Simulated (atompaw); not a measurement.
**tin: PAW (atompaw) pseudisation with LDA (PW92), scalar-relativistic reference atom.**

tin, PAW, made with atompaw 4.2.0.5 (LDA (PW92), scalar-relativistic). Core [Kr], reference 4d10 5s2 5p2. Waves: 5s (bound): rc 2.85 bohr; 5s channel at -0.4 Ry: rc 2.10 bohr; 5p (bound): rc 2.85 bohr; 5p channel at 1.7 Ry: rc 2.85 bohr; 4d (bound): rc 0.40 bohr; 4d channel at -1.25 Ry: rc 0.40 bohr. Local part: bessel scheme, radius 2.15 bohr. Core correction: smooth core density matched at 1.65 bohr. Augmentation charge: besselshape compensation charge, radius 2.55 bohr; PAW radius 2.85 bohr; waves and projectors: custom rrkj gramschmidtortho.

All-electron outer shells of the reference configuration (LDA (PW92), scalar-relativistic, ld1.x):

```json
{"shell": "4s", "level (eV)": "-133.66", "outermost node (bohr)": "0.40", "outermost maximum (bohr)": "0.74"}
{"shell": "4p", "level (eV)": "-89.56", "outermost node (bohr)": "0.41", "outermost maximum (bohr)": "0.79"}
{"shell": "4d", "level (eV)": "-25.90", "outermost node (bohr)": "0.39", "outermost maximum (bohr)": "0.88"}
{"shell": "5s", "level (eV)": "-10.81", "outermost node (bohr)": "0.98", "outermost maximum (bohr)": "2.01"}
{"shell": "5p", "level (eV)": "-3.87", "outermost node (bohr)": "1.09", "outermost maximum (bohr)": "2.55"}
```

(1) Is the overlap operator S = 1 + Σ q|β⟩⟨β| positive definite (Bessel basis up to 400 Ry)?

A Bessel basis up to 400 Ry misses an occupied level by 0.55 Ry, so cutoffs and ghosts were not judged.

Answers

(1) Yes: its lowest eigenvalue is 0.09 (s channel).
